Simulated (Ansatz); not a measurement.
Isolated molecules relaxed with PBE0-D4/def2-TZVP in Ansatz; ΔE leaves out vibrations. CBS: MP2 limit from def2 TZ/QZ plus the TZ coupled-cluster correction, frozen cores. This one scheme is used for every species. For Ge, Se outer-core shells are correlated without core-valence functions, which leaves a few kJ/mol of doubt a bond. Scalar relativity is left out up to krypton. Each species was taken in one conformer, which may not be the lowest.

`[OH][GeH]([SH])[SeH]` + CH₄ → `[CH3][GeH]([OH])[SeH]` + H₂S  (formal exchange of groups at a Ge–S bond)

`[OH][GeH]([SH])[SeH]`:

```xyz
8

O     1.447   -0.674    0.671
Ge    0.116   -0.368   -0.459
S    -1.790   -0.231    0.667
Se    0.311    1.657   -1.631
H     1.567    0.045    1.298
H     0.198   -1.541   -1.440
H    -1.490   -1.285    1.446
H    -0.360    2.396   -0.553
```

CH₄:

```xyz
5

C     0.000    0.000    0.000
H     0.923   -0.439   -0.378
H    -0.502    0.539   -0.803
H     0.232    0.690    0.811
H    -0.652   -0.790    0.371
```

`[CH3][GeH]([OH])[SeH]`:

```xyz
10

C    -0.514   -0.413    1.300
Ge    0.166    0.615   -0.190
O    -1.133    0.544   -1.406
Se    2.165   -0.256   -1.095
H     0.204   -0.411    2.120
H    -1.455    0.021    1.640
H    -0.693   -1.440    0.981
H     0.515    2.080    0.142
H    -0.847    0.863   -2.265
H     1.592   -1.603   -1.227
```

H₂S:

Cartesian coordinates in Å:
```
S 0.399 -0.395 0.261
H 0.498 0.512 -0.722
H -0.897 -0.117 0.461
```

```csv
species,MP2/CBS(def2) energy (Eh)
`[OH][GeH]([SH])[SeH]`,-4952.18494
CH₄,-40.43551
`[CH3][GeH]([OH])[SeH]`,-4593.65669
H₂S,-398.94045
```

(1) Work out ΔE.

Largest T1 diagnostic among the species: 0.011.

Answers

(1) ΔE = (-4593.65669) + (-398.94045) − (-4952.18494) − (-40.43551) = 0.02331 Eh = +61.2 kJ/mol. CCSD(T)/CBS gives +57.5 kJ/mol.
